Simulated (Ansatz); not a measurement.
Abridged output of a molecular run in Ansatz:

```
Functional definition: HF
973 factors; integrals over basis functions are off by at most 6.5e-4 eV
mean field evaluation 1: about -81514.3289 eV, gradient 1.9e1 eV
mean field evaluation 2: about -81514.4485 eV, gradient 2.0e1 eV
mean field evaluation 4: about -81515.6610 eV, gradient 2.3e0 eV
mean field evaluation 8: about -81515.6819 eV, gradient 2.1e-1 eV
mean field -81515.68208461 eV, -2995.6460632957 hartree, gradient 3.2e-6 eV, S^2 0.000000; 0 other end points of the search recorded, 0 dependent functions left out
19 core orbitals not correlated: weight in the atoms' cores, before any rotation towards them, 1.000 or more for the frozen orbitals, at most 0.000 for the correlated occupied ones
reference -81515.68208461 eV, -2995.6460632957 hartree; 15, 15 occupied and 126, 126 virtual orbitals, 973 factors
second order -17.16217901 eV of doubles, -0.00000000 eV of singles
cycle   1  -17.65731901 eV  change   -5.0e-1 eV  update   8.5e-2
cycle   2  -18.12534653 eV  change   -4.7e-1 eV  update   2.4e-2
cycle   3  -18.18157016 eV  change   -5.6e-2 eV  update   1.0e-2
cycle   4  -18.17298185 eV  change    8.6e-3 eV  update   2.1e-3
cycle   5  -18.17282861 eV  change    1.5e-4 eV  update   7.5e-4
cycle   6  -18.17274180 eV  change    8.7e-5 eV  update   2.0e-4
cycle   7  -18.17271783 eV  change    2.4e-5 eV  update   6.4e-5
cycle   8  -18.17273341 eV  change   -1.6e-5 eV  update   1.7e-5
perturbative correction -0.72540008 eV, -0.0266579613 hartree
Total energy: -81534.58021811 eV, -2996.3405568920 hartree
```

Its atoms:

Z-matrix (Å, degrees):
```
Ge
Cl 1 2.140
Cl 1 2.140 2 108.2
H 1 1.528 2 108.2 3 116.9
H 1 1.528 2 108.2 3 -116.9
```

Problem. Which basis set was used?
A. def2-TZVPPD
B. def2-QZVPP
C. def2-TZVPP
D. def2-SVP

Solution. C. It gives 160 functions.

Problem. Write the keys of the input that set method, charge and spin (a neutral closed shell needs none for the last two).

Solution. 
```yaml
correlation: {method: ccsd_t}
```
